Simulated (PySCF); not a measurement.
# CuFH3P: core ionisation energies

Species: Cu(PH3)F (singlet state).
Structure used (PBE0-D3(BJ)/def2-SVP), in Å, numbered top down from 1:
```xyz
6
CuFH3P angstrom
Cu     0.001    0.006   -1.483
P      0.000   -0.001    0.657
H      0.802   -0.946    1.350
H     -1.216   -0.229    1.352
H      0.413    1.160    1.360
F      0.000    0.010   -3.237
```

Level of theory: PySCF, delta-SCF UKS SCAN, pcX-2 on the ionised atom (unc-x2c-TZVPall on a metal), pcseg-1 elsewhere, spin-free X2C. Each binding energy is the total energy of the core-ionised species, with the hole localised on one atom, minus that of the ground state; both are solved self-consistently, so orbital relaxation is included.

Task: Give the core binding energies atom by atom.

Result: 
```json
{"atom(s)": "P2", "bonded to": "3 H and Cu", "level": "P 1s", "binding energy (eV)": "2152.13", "2p1/2 (eV)": "–", "count": "1"}
{"atom(s)": "Cu1", "bonded to": "F and P", "level": "Cu 2p3/2", "binding energy (eV)": "938.69", "2p1/2 (eV)": "959.34", "count": "1"}
{"atom(s)": "F6", "bonded to": "Cu", "level": "F 1s", "binding energy (eV)": "688.60", "2p1/2 (eV)": "–", "count": "1"}
{"atom(s)": "P2", "bonded to": "3 H and Cu", "level": "P 2p3/2", "binding energy (eV)": "138.46", "2p1/2 (eV)": "139.35", "count": "1"}
```

Task: Which effective nuclear charge Zeff reproduces each element's mean 1s value in the hydrogen-like formula E = 13.606 eV × Zeff²?

Result: F (Z = 9): mean 688.6 eV, Zeff = 7.11, Z − Zeff = 1.89; P (Z = 15): mean 2152.1 eV, Zeff = 12.58, Z − Zeff = 2.42. Means run over the listed sites, weighted by atom count.

2p3/2 and 2p1/2 are the ΔSCF energy of one spin-free 2p hole plus the eigenvalues of a spin–orbit and ligand-field matrix of the shell. 2p1/2 minus 2p3/2 (ligand field included): Cu 20.65 eV, P 0.89 eV. Satellites of the metal's 2p lines aren't described. Isolated species at its PBE0-D3(BJ)/def2-SVP geometry, gas phase. Metal 2p energies of this one-determinant scheme are less reliable than its 1s energies.
